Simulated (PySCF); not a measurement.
In(Me)2(NH3) (C2H9InN), SMILES [In]([CH3])(<-[NH3])[CH3] (connectivity only; charge and spin as stated), neutral, multiplicity 2. Atoms are numbered in the order given.

```xyz
13

In     0.3562     0.2559     0.0000
C     -0.7905     0.5701     1.9048
H     -0.3612    -0.0150     2.7326
H     -0.7712     1.6347     2.1849
H     -1.8396     0.2660     1.7480
C     -0.7905     0.5701    -1.9048
H     -0.3612    -0.0150    -2.7326
H     -1.8396     0.2660    -1.7480
H     -0.7712     1.6347    -2.1849
N     -0.1740    -2.2066     0.0000
H     -1.1883    -2.3343     0.0000
H      0.1921    -2.6866    -0.8238
H      0.1921    -2.6866     0.8238
```
Charge 0, spin multiplicity 2.

Geometry optimised at B3LYP-D3(BJ)/def2-SVP. The spin state was assumed, not searched. The isomer is the one that the SMILES or the coordinates give; other isomers of the formula were not compared. The def2 effective core potentials stand for the cores of In; spin–orbit coupling is left out.

The numbers are results of CAM-B3LYP/def2-TZVP (PySCF), not measurements.

ESP charges are fitted to the potential on shells at 1.4 to 2.0 van der Waals radii. Atomic charges (e):

```json
[
 {"atom": "In1", "Mulliken": "0.57", "ESP fit": "-0.14", "Mulliken spin": "0.72"},
 {"atom": "C2", "Mulliken": "-0.68", "ESP fit": "0.05", "Mulliken spin": "0.13"},
 {"atom": "H3", "Mulliken": "0.11", "ESP fit": "-0.07", "Mulliken spin": "0.00"},
 {"atom": "H4", "Mulliken": "0.12", "ESP fit": "-0.02", "Mulliken spin": "0.00"},
 {"atom": "H5", "Mulliken": "0.11", "ESP fit": "-0.02", "Mulliken spin": "0.01"},
 {"atom": "C6", "Mulliken": "-0.68", "ESP fit": "0.05", "Mulliken spin": "0.13"},
 {"atom": "H7", "Mulliken": "0.11", "ESP fit": "-0.07", "Mulliken spin": "0.00"},
 {"atom": "H8", "Mulliken": "0.11", "ESP fit": "-0.02", "Mulliken spin": "0.01"},
 {"atom": "H9", "Mulliken": "0.12", "ESP fit": "-0.02", "Mulliken spin": "0.00"},
 {"atom": "N10", "Mulliken": "-0.69", "ESP fit": "-0.35", "Mulliken spin": "0.00"},
 {"atom": "H11", "Mulliken": "0.26", "ESP fit": "0.22", "Mulliken spin": "0.00"},
 {"atom": "H12", "Mulliken": "0.26", "ESP fit": "0.20", "Mulliken spin": "0.00"},
 {"atom": "H13", "Mulliken": "0.26", "ESP fit": "0.20", "Mulliken spin": "0.00"}
]
```
